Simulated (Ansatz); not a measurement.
Gas-phase electronic energies from Ansatz, PBE0-D4/def2-TZVP geometries. CCSD(T)/CBS is the MP2 limit (def2-TZVPP, def2-QZVPP) plus CCSD(T) − MP2 in def2-TZVPP, frozen cores. Functionals use def2-TZVPP. B3LYP here is the variant with VWN-RPA as its local correlation; programs differ in this. Elements past krypton have def2 core potentials. For Mo, Ta outer-core shells are correlated without core-valence functions, which leaves a few kJ/mol of doubt a bond.

`[CH3][Ta](=[S])([Cl])[Cl]` + `[O]=[Mo]([F])([F])([Cl])[Cl]` → `[CH3][Ta]([F])(=[S])[Cl]` + `[O]=[Mo]([F])([Cl])([Cl])[Cl]`  (redistribution)

`[CH3][Ta](=[S])([Cl])[Cl]`:

Cartesian coordinates in Å:
```
C -0.603 -0.021 0.976
Ta 0.512 0.032 -0.829
S 0.774 -2.037 -1.320
Cl -0.788 1.086 -2.379
Cl 2.509 1.021 -0.345
H -1.560 -0.530 0.828
H -0.054 -0.558 1.756
H -0.791 1.006 1.313
```

`[O]=[Mo]([F])([F])([Cl])[Cl]`:

```xyz
6

O     1.173    0.091    1.253
Mo    0.102   -0.040    0.021
F     1.082    0.141   -1.528
F     0.085   -1.820   -0.453
Cl   -1.869   -0.461    1.052
Cl   -0.573    2.089   -0.346
```

`[CH3][Ta]([F])(=[S])[Cl]`:

```xyz
8

C     0.272    0.614    0.917
Ta   -0.230   -0.614   -0.743
F     0.001   -2.373   -0.184
S     1.227   -0.089   -2.231
Cl   -2.342   -0.039   -1.400
H    -0.425    0.411    1.739
H     0.205    1.672    0.645
H     1.293    0.419    1.257
```

`[O]=[Mo]([F])([Cl])([Cl])[Cl]`:

Cartesian coordinates in Å:
```
O 0.921 1.178 0.873
Mo 0.067 0.029 0.077
F 0.464 -1.546 0.959
Cl -1.924 -0.116 1.159
Cl -0.987 1.223 -1.539
Cl 1.459 -0.768 -1.529
```

Task: Is it downhill or uphill in electronic energy at CCSD(T)/CBS, and by how much? (Estimate.)

Result: Computed: Downhill: ΔE = -3.0 kJ/mol.

Task: What do these levels give: revPBE-D4, PBE0-D4, B3LYP-D4, r2SCAN0-D4, PBE-QIDH, PBE, revPBE, BLYP, r2SCAN, r2SCANh, CCSD(T)/def2-SVP, MP2/def2-QZVPP? (Best estimate.)

Result: Computed: revPBE-D4 -6.3, PBE0-D4 -2.0, B3LYP-D4 -4.2, r2SCAN0-D4 0.3, PBE-QIDH -1.0, PBE -3.2, revPBE -3.3, BLYP -4.2, r2SCAN 0.0, r2SCANh 0.2, CCSD(T)/def2-SVP 0.2, MP2/def2-QZVPP -5.4 kJ/mol.

Largest T1 diagnostic among the species: 0.024, so the coupled-cluster value is less sure than usual.

At CCSD(T), def2-SVP lies +3.3 kJ/mol from the extrapolated value and def2-TZVPP +3.1 kJ/mol. Leaving LDA and LC-ωPBE aside and taking each functional with its dispersion term where it has one, the values, not all of them listed here, spread over 8.7 kJ/mol, from BLYP-D4 to ωB97X-V.
